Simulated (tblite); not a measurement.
Species: C6H16P2.
Numbering: `[CH3:1][CH:2]([CH3:3])[P:4]([CH3:5])[CH2:6][CH2:7][PH2:8]` (hydrogens: H9, H10, H11 on C1; H12 on C2; H13, H14, H15 on C3; H16, H17, H18 on C5; H19, H20 on C6; H21, H22 on C7; H23, H24 on P8)

Geometry (GFN2-xTB, Å), atoms numbered from 1 in this order:
```xyz
24
C6H16P2 angstrom
C     -1.797    1.596   -0.803
C     -0.941    0.686    0.074
C     -1.805   -0.150    1.009
P      0.204   -0.259   -1.067
C     -0.797   -1.770   -1.458
C      1.385   -1.016    0.148
C      2.314    0.088    0.643
P      2.259    1.467   -0.600
H     -1.157    2.211   -1.434
H     -2.448    1.006   -1.446
H     -2.419    2.250   -0.194
H     -0.273    1.319    0.673
H     -2.558   -0.703    0.452
H     -2.320    0.506    1.710
H     -1.209   -0.853    1.588
H     -0.210   -2.390   -2.135
H     -1.047   -2.346   -0.570
H     -1.708   -1.473   -1.974
H      1.953   -1.766   -0.413
H      0.872   -1.530    0.965
H      3.338   -0.264    0.792
H      1.961    0.497    1.595
H      2.979    0.802   -1.590
H      3.413    2.113   -0.122
```

Level: GFN2-xTB in tblite, geometry and Hessian alike; calculated harmonic values, unscaled, isolated species. Against measured fundamentals such values can be off by several per cent, at times by over 20. Modes of hydrogen on phosphorus can be 10 to 20 % off. One conformer, not necessarily the lowest.

Harmonic wavenumbers (cm⁻¹): 45.3, 83.8, 115.0, 148.2, 178.0, 197.5, 208.0, 217.5, 237.3, 256.5, 307.4, 338.6, 342.1, 395.9, 436.5, 618.1, 682.3, 696.9, 725.3, 747.2, 770.2, 848.3, 854.4, 871.8, 923.5, 930.3, 939.1, 981.1, 1048.1, 1050.0, 1070.3, 1133.3, 1134.3, 1151.5, 1169.6, 1230.5, 1232.6, 1251.0, 1288.4, 1313.9, 1402.5, 1414.6, 1436.8, 1444.9, 1454.3, 1461.1, 1489.6, 1496.1, 1502.5, 1508.9, 2216.3, 2311.8, 2882.6, 2919.0, 2935.3, 2938.8, 2949.1, 2997.7, 2999.7, 3005.1, 3008.7, 3014.0, 3016.2, 3022.9, 3024.2, 3032.6.

A = 1840, B = 997.5, C = 868.1 MHz; mass 150.073 u (most abundant isotopes); point group C1, symmetry number 1.

Task: What is the zero-point energy?

Result: ½Σν̃ = 44527 cm⁻¹ = 127.31 kcal/mol.

Task: What is S at 400 K and 1 bar for an ideal gas of classical rigid rotors and harmonic oscillators?

Result: Translation 42.41, rotation 30.57, vibration 48.90: S = 121.9 cal/(mol K).

Task: And Cp and H(400 K) − H(0)?

Result: Cp = 58.60 cal/(mol K), of which vibrations give 50.65 (their classical limit is 66 R = 131.2); H(400 K) − H(0) = 13.54 kcal/mol without the zero-point energy, 10.36 from vibrations.

Task: What must be added to the electronic energy to get the Gibbs energy at 400 K and 1 bar?

Result: ZPE + [H(400 K) − H(0)] − T·S = 127.31 + 13.54 − 48.75 = 92.10 kcal/mol.

Task: How do the functions run with temperature in this model?

Result: 
| T (K) | S (cal/(mol K)) | Cp (cal/(mol K)) | H − H(0) (kcal/mol) | G − H(0) (kcal/mol) | ln q(vib) |
| --- | --- | --- | --- | --- | --- |
| 50 | 59.4 | 13.4 | 0.50 | -2.47 | 0.48 |
| 100 | 71.4 | 21.9 | 1.38 | -5.75 | 1.76 |
| 298.15 | 106.5 | 46.4 | 8.19 | -23.57 | 8.24 |
| 373.15 | 117.9 | 55.5 | 12.01 | -31.99 | 10.70 |
| 500 | 136.1 | 69.2 | 19.94 | -48.12 | 14.81 |
| 750 | 168.2 | 88.9 | 39.87 | -86.26 | 22.64 |
| 1000 | 195.7 | 102.2 | 63.87 | -131.83 | 29.95 |

q(vib) and H(0) count from the zero-point level.

Task: Blend soft modes into free rotors: weight 1/[1 + (100 cm⁻¹/ν̃)⁴] for the oscillator and the rest for a rotor with moment μB/(μ + B), μ = h/(8π²ν), B = 10⁻⁴⁴ kg m². What vibrational entropy results?

Result: 46.19 cal/(mol K) in place of 48.90, which changes −T·S at 400 K by +1.09 kcal/mol.

Task: Which modes carry the vibrational entropy at 400 K?

Result: 45.3 cm⁻¹: 5.59; 83.8 cm⁻¹: 4.38; 115.0 cm⁻¹: 3.76; 148.2 cm⁻¹: 3.26; 178.0 cm⁻¹: 2.91; 197.5 cm⁻¹: 2.71 cal/(mol K); the other 60 give 26.30 together.

Hindered rotation and anharmonicity are outside this model. Other conformers, if any are populated, would add a mixing term that is left out. The structure is chiral; the term R ln 2 for an equal mix with its mirror image is left out.
